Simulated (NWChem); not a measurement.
System: C$_{2}$H$_{6}$Be; SMILES [CH3][Be][CH3]

Results from NWChem. Geometry: optimised at PBE0/def2-SVP. Level: PBE0/Sadlej pVTZ; the question gives the wavelength of the field.

**Question.** Estimate the computed values for field 589 nm. Quantities: isotropic polarisability (bohr³); anisotropy (bohr³).

**Answer.** 
* **isotropic polarisability (bohr³)**: 44.7
* **anisotropy (bohr³)**: 12.4
